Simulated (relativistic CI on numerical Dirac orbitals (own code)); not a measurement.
Line list: Electric-dipole lines, Ru⁴¹⁺

These numbers are calculated, not measured: Dirac-Coulomb-Breit CI, KLI orbitals optimised for each configuration, QED by a radiative potential, unscaled Slater integrals (own radial code, finite nucleus).

Configuration list (outside the closed core 1s2): 2s, 2p, 3s, 3p, 3d, 4s, 4p, 4d, 4f, 5s, 5p, 5d, 5f, 5g, 6s, 6p, 6d. Levels of other configurations are missing.

```
λ vac (nm)            Lower            Upper   A (s⁻¹)        gf  Branching (%)
   0.27185   2p 2P°_3/2 [3]   4d 2D_5/2 [13]  6.54e+13  4.34e-01           74.9
   0.34303    2s 2S_1/2 [1]   3p 2P°_3/2 [6]  6.67e+13  4.71e-01           99.8
   0.35107   2p 2P°_1/2 [2]    3d 2D_3/2 [7]  1.76e+14  1.30e+00           83.8
   0.36552   2p 2P°_3/2 [3]    3d 2D_5/2 [8]  2.02e+14  2.43e+00           99.8
   0.71523   3p 2P°_3/2 [6]   5d 2D_5/2 [20]  1.07e+13  4.91e-01           23.5
   0.71880    3d 2D_3/2 [7]  5f 2F°_5/2 [21]  1.35e+13  6.26e-01           59.3
   0.72411    3d 2D_5/2 [8]  5f 2F°_7/2 [23]  1.42e+13  8.90e-01           63.1
   0.98960    3s 2S_1/2 [4]  4p 2P°_3/2 [11]  8.67e+12  5.09e-01           21.7
    1.0070   3p 2P°_1/2 [5]   4d 2D_3/2 [12]  1.81e+13  1.10e+00           20.0
    1.0405   3p 2P°_3/2 [6]   4d 2D_5/2 [13]  2.18e+13  2.12e+00           25.0
    1.0480    3d 2D_3/2 [7]  4f 2F°_5/2 [14]  4.05e+13  4.00e+00           92.6
    1.0580    3d 2D_5/2 [8]  4f 2F°_7/2 [15]  4.29e+13  5.76e+00           99.2
    2.1840  4p 2P°_1/2 [10]   5d 2D_3/2 [19]  3.70e+12  1.06e+00            7.8
    2.2479  4p 2P°_3/2 [11]   5d 2D_5/2 [20]  4.55e+12  2.07e+00           10.0
    2.2624   4d 2D_3/2 [12]  5f 2F°_5/2 [21]  7.54e+12  3.47e+00           33.2
    2.2810   4d 2D_5/2 [13]  5f 2F°_7/2 [23]  8.05e+12  5.02e+00           35.9
    2.2818  4f 2F°_5/2 [14]   5g 2G_7/2 [22]  1.28e+13  8.01e+00           96.0
    2.2904  4f 2F°_7/2 [15]   5g 2G_9/2 [24]  1.32e+13  1.04e+01           99.5
    4.0325  5p 2P°_1/2 [17]   6d 2D_3/2 [28]  1.09e+12  1.07e+00            3.9
    4.1406  5p 2P°_3/2 [18]   6d 2D_5/2 [29]  1.36e+12  2.11e+00            5.1
```

Terms are leading LS components. Brackets give the number of a level in order of energy, since labels repeat. The list gives strong lines, with weight on those to low levels, without lines whose two gauges differ by over a factor of 2.5. Levels whose partners in the same complex of configurations lie outside the list can be far off, and so can their lines. Rates are taken at the computed energies, electric ones in the length gauge.

At this charge energies of transitions that change n are usually good to better than 1 %, and those within a shell (Δn = 0) to a few per cent.

**Question.** From the table, what is the radiative lifetime of 4d 2D_5/2?

**Answer.** The listed rates from this level add up to about 8.72e+13 s⁻¹, 100 % of its decay; with all channels τ = 1.15e-14 s.
